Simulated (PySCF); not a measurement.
PySCF 2.14 output of an unrestricted r2SCAN calculation on a single atom or ion in aug-cc-pV(Q+d)Z (7s6p5d3f2g, 89 functions), with the non-relativistic Hamiltonian (point nucleus):

```
SCF conv_tol = 1e-09
number electrons alpha = 8  beta = 5
    J. W. Furness, A. D. Kaplan, J. Ning, J. P. Perdew, and J. Sun.,  J. Phys. Chem. Lett. 11, 8208-8215 (2020)
    J. W. Furness, A. D. Kaplan, J. Ning, J. P. Perdew, and J. Sun.,  J. Phys. Chem. Lett. 11, 9248-9248 (2020)
    J. W. Furness, A. D. Kaplan, J. Ning, J. P. Perdew, and J. Sun.,  J. Phys. Chem. Lett. 11, 8208-8215 (2020)
    J. W. Furness, A. D. Kaplan, J. Ning, J. P. Perdew, and J. Sun.,  J. Phys. Chem. Lett. 11, 9248-9248 (2020)
cycle= 1 E= -242.068154724218  delta_E= -0.00371  |g|= 0.0163  |ddm|= 7.11
cycle= 2 E= -242.068299451912  delta_E= -0.000145  |g|= 0.00478  |ddm|= 0.558
cycle= 3 E= -242.068324489958  delta_E= -2.5e-05  |g|= 0.000977  |ddm|= 0.0457
cycle= 4 E= -242.068338964206  delta_E= -1.45e-05  |g|= 0.000569  |ddm|= 0.0274
cycle= 5 E= -242.0683454165  delta_E= -6.45e-06  |g|= 0.000101  |ddm|= 0.0283
cycle= 6 E= -242.068345486113  delta_E= -6.96e-08  |g|= 1.56e-05  |ddm|= 0.00394
cycle= 7 E= -242.068345487839  delta_E= -1.73e-09  |g|= 3.01e-06  |ddm|= 0.000635
cycle= 8 E= -242.068345487877  delta_E= -3.8e-11  |g|= 5.9e-07  |ddm|= 0.000115
converged SCF energy = -242.068345487877  <S^2> = 3.7500655  2S+1 = 4.0000327
```

The run itself started from symmetry-adapted Hartree-Fock orbitals and held the occupation by maximum overlap, on a logarithmic radial grid, so the iterations belong to that start.

Question: Which element, charge and spin multiplicity is this?

Answer: Al (aluminium, neutral), multiplicity 4; the state was [Ne] 3s1 3p1 4s1, high-spin 4P determinant (an excited configuration).

The outer electron is Rydberg-like, and this basis confines it to a smaller radius and binds it less than a complete one would.
